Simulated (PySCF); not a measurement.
C3H10SSi, SMILES CCC[SiH2]S, GFN2-xTB optimised geometry. Atoms within 1.6 Å of the plane z = 0.0 Å (x, y, z in Å): C1 (2.73, -1.25, 0.00), C2 (1.21, -1.25, 0.00), C3 (0.64, 0.16, 0.00), Si4 (-1.25, 0.19, 0.01), S5 (-1.81, 2.27, 0.00), H6 (3.11, -0.74, -0.88), H7 (3.11, -0.74, 0.88), H8 (3.12, -2.27, 0.00), H9 (0.85, -1.79, -0.88), H10 (0.85, -1.79, 0.88), H11 (1.02, 0.70, -0.87), H12 (1.03, 0.70, 0.87), H13 (-1.83, -0.41, -1.19), H14 (-1.81, -0.41, 1.21), H15 (-3.12, 2.07, 0.00).

Calculation: PBE0/def2-TZVP in PySCF 2.14.0. Cells within 0.4 Å of a nucleus heavier than hydrogen are left out (blank, or x).

Map of the electrostatic potential (hartree/e), clipped to [-0.08, 0.12] on the plane z = 0.0 Å:

```
|111111000000000111111111111|
|111111000000000111111111111|
|111111000000000011111111111|
|111111100000000011111111111|
|111111122100000111111111111|
|112222379972000111111111111|
|122346999999311111111111111|
|223489999x99521111111111111|
|22359999xx99732111111111111|
|223499999999743221111111111|
|222358999999967742111111111|
|222334599999999994211111111|
|1222336999x999xx98322111111|
|1222235999x999xx99444211111|
|111222499999999999999831111|
|111112249999999999999952111|
|111111224799779xx99xx972111|
|111111122344459999999962111|
|111111112222236999999982111|
|111111111222222343499982111|
|111111111122211222249942211|
|111111111111111112223322111|
|111111111111111111222222111|
|111111111111111111222221111|
|111111111111111111111111111|
|111111111111111111111111111|
|111111111111111111111111111|
```
Scale: ten equal steps from -0.022 (start of '0') to 0.120 (end of '9'), in the order '0123456789'; x runs from -5.50 to 5.50, y from -5.50 (bottom) to 5.50 (top).
